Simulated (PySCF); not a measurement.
## What an electron can do to PBr

r²SCAN in PySCF with def2-TZVPPD on every atom, for the lowest determinant that a PBE0 search found; no spin–orbit coupling.

| species | state (unpaired electrons) | Re (Å) | ωe (cm⁻¹) | energy of the minimum from the neutral (eV) | De (eV) | dissociates to |
| --- | --- | --- | --- | --- | --- | --- |
| PBr | triplet (π ↑↑) | 2.179 | 436 | 0.00 | 3.14 | P + Br |
| PBr⁺ | doublet (π ↑) | 2.064 | 541 | 9.17 | 4.60 | P⁺ + Br |
| PBr⁻ | doublet (π ↑) | 2.325 | 328 | -1.08 | 0.70 | P + Br⁻ |

Q: Work out the lowest energy to break PBr into atoms, from its vibrational ground state.

A: D0 = De − ωe/2 = 3.14 − 0.03 = 3.11 eV (r²SCAN/def2-TZVPPD).

Q: Work out the ionisation energy of the P atom at this level and the threshold of dissociative ionisation.

A: IE(P) = 9.17 + 4.60 − 3.14 = 10.63 eV, so P⁺ + Br + e⁻ appears at D0 + IE(P) = 13.74 eV (r²SCAN/def2-TZVPPD). The measured IE(P) is 10.487 eV (NIST ASD).

Q: Work out the electron affinity of the Br atom and the threshold of dissociative attachment.

A: EA(Br) = 3.14 − 0.70 − (-1.08) = 3.52 eV, so P + Br⁻ needs D0 − EA(Br) = -0.41 eV (negative: it is exothermic at zero electron energy) (r²SCAN/def2-TZVPPD). The measured EA(Br) is 3.364 eV.

Q: At which energy does ion-pair formation open?

A: P⁺ + Br⁻ lies at D0 + IE(P) − EA(Br) = 10.22 eV (r²SCAN/def2-TZVPPD).

These are thermodynamic thresholds; the onsets seen under electron impact lie higher where the geometry changes, and cross-sections peak well above them.

Spin–orbit coupling is left out. For an ion De counts to the pair picked by the measured ionisation energies or electron affinities, which need not be the lowest pair at this level. The highest Kohn–Sham level is positive in this anion. Much of that is self-interaction error, but it also means that the finite basis helps to hold the extra electron. States were picked by a PBE0 search and need not be the measured ground states.
